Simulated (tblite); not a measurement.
Problem. Give a GFN2-xTB geometry of `C1[C@@H]2CC[C@H](C=1)[C@@H]2[O]` [radical]. (Doublet state.)

Solution. 
Z-matrix in Å and degrees, rows numbered from 1:
```
O 
C   1  1.2797
C   2  1.5659  1  122.20
C   3  1.4952  2   99.71  1   -72.43
C   4  1.3371  3  108.27  2   -34.98
C   5  1.4832  4  108.92  3    -2.01
C   6  1.5351  2   99.30  1  -174.60
C   3  1.5409  2  100.68  1   177.89
H   2  1.1145  1  110.62  3   132.75
H   3  1.0862  2  116.40  1    53.07
H   4  1.0744  3  124.31  2   143.49
H   5  1.0751  4  127.68  3   176.73
H   6  1.0849  2  115.56  1   -49.76
H   7  1.0897  6  110.72  2    83.77
H   7  1.0901  6  110.02  2  -156.87
H   8  1.0902  3  109.94  2   -80.28
H   8  1.0892  3  111.37  2   159.65
```

The 5-membered ring C2–C3–C8–C7–C6 has internal angles of 91.1° to 104.3°; it is puckered, 0.29 Å rms from its mean plane, widest ring torsion 58°. C4 (carbon bonded to 2 C and H) is planar (angles 127.4°, 124.3° and 108.3°, sum 360.0°, 0.01 Å off the plane of its three neighbours). The 5-membered ring C2–C3–C4–C5–C6 has internal angles of 91.1° to 108.9° (sum 506°, against 540° for a flat polygon); it is puckered, 0.27 Å rms from its mean plane, widest ring torsion 52°. The C–C distances run from 1.337 Å (C4=C5, drawn double) to 1.637 Å (C2–C6, drawn single), a spread of 0.300 Å.

The geometry is computed with GFN2-xTB (gas phase). This method treats the open shell by occupation alone, without spin polarisation.

Its GFN2-xTB frequencies are all real (lowest 219 cm⁻¹).

Hardware: one thread, Arm Neoverse V2 (aarch64), shared host with 96 logical CPUs at a one-minute load of 55. Cost: 0.23 s. That covers the optimisation of the geometry.
